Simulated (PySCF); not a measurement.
ZrOCl, SMILES [Cl][Zr]=[O] (connectivity only; charge and spin as stated), neutral, multiplicity 2. Atoms are numbered in the order given.

```xyz
3

Zr     0.3200    -0.4869     0.0000
O     -1.1345    -1.4334     0.0000
Cl    -0.2190     1.8203     0.0000
```
Charge 0, spin multiplicity 2.

Coordinates come from a B3LYP-D3(BJ)/def2-TZVP optimisation. The multiplicity is an assumed one; other spin states were not compared. The def2 effective core potentials stand for the cores of Zr; spin–orbit coupling is left out.

These are PySCF with ωB97X/def2-TZVPD values and carry that method's errors.

Mulliken values depend strongly on the basis, most of all with diffuse functions as here. ESP charges are fitted to the potential on shells at 1.4 to 2.0 van der Waals radii. Atomic charges (e):

```
atom  Mulliken  ESP fit  Mulliken spin
----  --------  -------  -------------
Zr1       1.19      [?]           0.95
O2       -0.69      [?]           0.02
Cl3      -0.50      [?]           0.02
```

Question: Fill in the missing entries. (The exact figures need the calculation; the answer reports its results.)

Answer: 
- Zr1, ESP fit: 0.99
- O2, ESP fit: -0.58
- Cl3, ESP fit: -0.41
